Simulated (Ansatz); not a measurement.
All values below come from frozen-core CCSD(T)/cc-pVTZ // PBE0-D3(BJ)/def2-TZVP (Ansatz, a program for electronic structure).

Ansatz 0.2 input:
```yaml
crystal:
  periodic: [false, false, false]
  atoms:
    - { symbol: O, position_ang: [-1.734653, -1.579248, 0.824063] }
    - { symbol: Si, position_ang: [-1.310382, -0.14024, 1.522257] }
    - { symbol: Si, position_ang: [0.363242, 0.742215, 0.154129] }
    - { symbol: Si, position_ang: [2.205991, -0.694831, 0.128759] }
    - { symbol: Si, position_ang: [-0.464467, 1.033666, -2.011934] }
    - { symbol: H, position_ang: [-2.417532, -2.098249, 1.251599] }
    - { symbol: H, position_ang: [-0.819636, -0.343761, 2.916907] }
    - { symbol: H, position_ang: [-2.480746, 0.782053, 1.606238] }
    - { symbol: H, position_ang: [0.772429, 2.065255, 0.713234] }
    - { symbol: H, position_ang: [1.804594, -2.005077, -0.447334] }
    - { symbol: H, position_ang: [3.303469, -0.125551, -0.69948] }
    - { symbol: H, position_ang: [2.717606, -0.913798, 1.508817] }
    - { symbol: H, position_ang: [0.563204, 1.663546, -2.884689] }
    - { symbol: H, position_ang: [-0.830628, -0.28839, -2.584306] }
    - { symbol: H, position_ang: [-1.67249, 1.902407, -1.998261] }
basis:
  gaussian: { orbitals: cc-pVTZ }
correlation:
  method: ccsd_t
```

Output:

```
Functional definition: HF
1751 factors; integrals over basis functions are off by at most 9.7e-4 eV
mean field evaluation 1: about -33643.5852 eV, gradient 3.7e1 eV
mean field evaluation 2: about -33643.9238 eV, gradient 3.8e1 eV
mean field evaluation 4: about -33647.8230 eV, gradient 4.3e0 eV
mean field evaluation 8: about -33647.9208 eV, gradient 1.7e-1 eV
mean field evaluation 16: about -33647.9210 eV, gradient 2.4e-6 eV
mean field -33647.92103678 eV, -1236.5382907217 hartree, gradient 2.4e-6 eV, S^2 0.000000; 0 other end points of the search recorded, 0 dependent functions left out
21 core orbitals not correlated
reference -33647.92103678 eV, -1236.5382907217 hartree; 16, 16 occupied and 269, 269 virtual orbitals, 1751 factors
second order -20.33510820 eV of doubles, -0.00000000 eV of singles
cycle   1  -21.78957763 eV  change    -1.5e0 eV  update   1.1e-1
cycle   2  -22.49874648 eV  change   -7.1e-1 eV  update   3.6e-2
cycle   3  -22.59529899 eV  change   -9.7e-2 eV  update   1.5e-2
cycle   4  -22.58506019 eV  change    1.0e-2 eV  update   4.3e-3
cycle   5  -22.58313592 eV  change    1.9e-3 eV  update   1.6e-3
cycle   6  -22.58269764 eV  change    4.4e-4 eV  update   4.5e-4
cycle   7  -22.58242492 eV  change    2.7e-4 eV  update   1.3e-4
cycle   8  -22.58244690 eV  change   -2.2e-5 eV  update   4.8e-5
cycle   9  -22.58246587 eV  change   -1.9e-5 eV  update   1.8e-5
perturbative correction -0.81298952 eV, -0.0298768138 hartree
Total energy: -33671.31649217 eV, -1237.3980578492 hartree
```

Cost: about 30 core-minutes (a rough figure).
